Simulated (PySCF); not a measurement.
Bonding in `CC(=O)O[Si@H](CC#N)[SiH2]N`

Compound: C₄H₁₀N₂O₂Si₂.
Numbering: `[CH3:1][C:2](=[O:3])[O:4][Si@H:5]([CH2:6][C:7]#[N:8])[SiH2:9][NH2:10]` (hydrogens: H11, H12, H13 on C1; H14 on Si5; H15, H16 on C6; H17, H18 on Si9; H19, H20 on N10)

Geometry (GFN2-xTB, Å), atoms numbered from 1 in this order:
```
atom  x, y, z in Å
C1     3.486    0.548   -0.961
C2     2.162    0.745   -0.281
O3     1.789    1.771    0.228
O4     1.405   -0.337   -0.279
Si5   -0.087   -0.232    0.498
C6    -0.608   -2.074    0.237
C7    -1.983   -2.210    0.564
N8    -3.098   -2.254    0.824
Si9   -1.483    1.281   -0.542
N10   -3.002    1.038    0.221
H11    3.321    0.215   -1.984
H12    4.049    1.476   -0.955
H13    4.041   -0.228   -0.439
H14    0.241   -0.122    1.925
H15   -0.022   -2.749    0.863
H16   -0.464   -2.368   -0.804
H17   -1.465    1.064   -2.014
H18   -1.171    2.696   -0.340
H19   -3.775    1.641   -0.008
H20   -3.342    0.110    0.425
```

Bond orders from the PBE0/pcSseg-1 density (PySCF). One conformer (not necessarily the lowest) at the GFN2-xTB geometry, without solvent, vibrations or thermal averaging.

Q: How far do the computed orders between heavy atoms stray from the drawn ones?

A: The largest departure is 0.201, at O4–Si5 (drawn single, 0.799). Drawn single, order below 0.88: O4–Si5 (0.799) and Si5–C6 (0.804).

Q: Set the Mayer orders of the bonds beside their lengths.

A: 
```tsv
bond	drawn as	length (Å)	Mayer order
C1–C2	single	1.501	1.003
C2–O3	double	1.204	1.928
C2–O4	single	1.320	1.090
O4–Si5	single	1.684	0.799
Si5–C6	single	1.932	0.804
C6–C7	single	1.420	1.044
C7–N8	triple	1.146	2.967
Si5–Si9	single	2.307	0.917
Si9–N10	single	1.717	1.065
C1–H11	single	1.088	0.945
C1–H12	single	1.086	0.959
C1–H13	single	1.088	0.944
Si5–H14	single	1.469	0.937
C6–H15	single	1.091	0.916
C6–H16	single	1.091	0.915
Si9–H17	single	1.488	0.852
Si9–H18	single	1.463	0.934
N10–H19	single	1.006	0.944
N10–H20	single	1.009	0.927
```

By pair of heavy elements: C–C: lowest C1–C2 (1.003, 1.501 Å), highest C6–C7 (1.044, 1.420 Å). C–O: lowest C2–O4 (1.090, 1.320 Å), highest C2–O3 (1.928, 1.204 Å).

Q: Sum the orders of all bonds at each heavy atom with more than one neighbour and set the sums beside the valence in the SMILES.

A: C1 3.851 (drawn 4), C2 4.021 (drawn 4), O4 1.889 (drawn 2), Si5 3.457 (drawn 4), C6 3.679 (drawn 4), C7 4.011 (drawn 4), Si9 3.768 (drawn 4), N10 2.936 (drawn 3). Orders between atoms that aren't bonded are not in these sums.

Mayer orders depend on the basis set.
